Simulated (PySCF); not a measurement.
ClH2NSi, SMILES N[Si]Cl (connectivity only; charge and spin as stated), neutral, multiplicity 1. Coordinates come from a B3LYP-D3(BJ)/def2-TZVP optimisation. One conformer was computed; it need not be the lowest.

PySCF with TDA-LC-ωPBE/def2-SVPD puts the lowest singlet excitations at 4.86, 6.55, 6.90, 7.06, 7.60, 7.83 eV.

Question: What are the lowest excitation roots from ADC(2)/aug-cc-pVDZ (PySCF)? (The exact figures need the calculation; the answer reports its results.)

Answer: 4.78, 5.93, 6.40, 6.68, 6.69, 6.88 eV. S1 differs by -0.08 eV (second minus first; roots are paired by order, and the bases may differ).
